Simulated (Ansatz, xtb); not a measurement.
Ranking isomers of F2GeH2Se2

4 gas-phase structures of F2GeH2Se2, from a drawn sample of its isomers (lower ones may exist). Each was relaxed with GFN2-xTB; where two conformers were screened, the lower at r2SCAN-D4/def2-SVP is listed:

A. `[F][GeH2][Se][Se]F`, a singlet
B. `[F][Ge]([F])([SeH])[SeH]`, a singlet
C. `[F][GeH]([F])[Se][SeH]`, a singlet
D. `F[Se][Ge@H]([F])[SeH]`, a singlet

Problem. Which do you expect lowest at r2SCAN-D4/def2-SVP, and how would the others follow?

Solution. Calculated order at r2SCAN-D4/def2-SVP: B (0.000), C (0.602), D (2.127), A (2.356) eV.

Energies above the lowest of each column, in eV; the last columns are at PBE0-D4/def2-SVP geometries and were run for some of them only (a dash: not run or not comparable):

```json
{"structure": "B", "GFN2-xTB": "0.000", "HF/STO-3G": "0.000", "r2SCAN-D4/def2-SVP": "0.000", "PBE0-D4/def2-SVP": "0.000", "CCSD(T)/def2-SVP + ΔMP2/def2-TZVPP": "0.000"}
{"structure": "C", "GFN2-xTB": "0.159", "HF/STO-3G": "0.388", "r2SCAN-D4/def2-SVP": "0.602", "PBE0-D4/def2-SVP": "0.619", "CCSD(T)/def2-SVP + ΔMP2/def2-TZVPP": "0.617"}
{"structure": "D", "GFN2-xTB": "1.170", "HF/STO-3G": "1.367", "r2SCAN-D4/def2-SVP": "2.127", "PBE0-D4/def2-SVP": "–", "CCSD(T)/def2-SVP + ΔMP2/def2-TZVPP": "–"}
{"structure": "A", "GFN2-xTB": "1.229", "HF/STO-3G": "1.481", "r2SCAN-D4/def2-SVP": "2.356", "PBE0-D4/def2-SVP": "–", "CCSD(T)/def2-SVP + ΔMP2/def2-TZVPP": "–"}
```

Every level run on B puts it lowest or level with the lowest. Flexible structures stand in one conformer each, not always the lowest. Frequencies (GFN2-xTB) were run for B, C alone. ΔMP2 is the change of the MP2 energy from the smaller to the larger basis.

Over these structures GFN2-xTB departs from r2SCAN-D4/def2-SVP by 0.410 eV on average once a common shift is removed. A GFN2-xTB relaxation took about 0.18 s and the r2SCAN-D4/def2-SVP energy about 3.5 s on a shared host (Ansatz 0.2.0, xtb 6.7.1).
